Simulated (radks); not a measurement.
Results of a calculation; reference values are marked as such.
Q: Species: Tb49+. Configuration: [Ne] 3s2 3p4 (the NIST ground configuration). Level of theory: Dirac Kohn-Sham, BLYP, spin-unpolarised, spherical densities, finite nucleus; open shells fill j = l - 1/2 first; Fermi nuclear charge, rms radius 5.06 fm (a radial shooting solver on a logarithmic mesh with Libxc functionals).

Spin-orbit splittings of the eigenvalues, e(l+1/2) - e(l-1/2), with zeta = 2 splitting/(2l+1) and mean radii in bohr:

shell  occ.  splitting (eV)  zeta (eV)  <r> j=l-1/2  <r> j=l+1/2
2p        6           763.5      509.0      0.07498      0.08168
3p        4               ?          ?       0.2071       0.2173

Estimate the 3p splitting.

A: 195.1 eV (zeta = 130.0 eV).
